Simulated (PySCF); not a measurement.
Vertical excitations of a molecule C3H7BFN from TDDFT-PBE/def2-SVPD run with PySCF, as energy in eV (oscillator strength): 5.54 (0.162), 5.73 (0.004), 5.93 (0.001), 6.22 (0.053), 6.86 (0.009), 6.92 (0.021), 6.96 (0.006), 6.98 (0.015), 7.01 (0.027), 7.47 (0.000). Lowest triplet (TDA): 3.81 eV. Coordinates come from a ωB97X-D3(BJ)/def2-SVP optimisation. The values are those of a single conformer.

Task: Identify the compound among the candidates.
(A) NB(F)C1CC1
(B) NB1CC(F)C1
(C) C/C=C/B(N)F
(D) C=C(F)B(C)N

Result: D, C=C(F)B(C)N
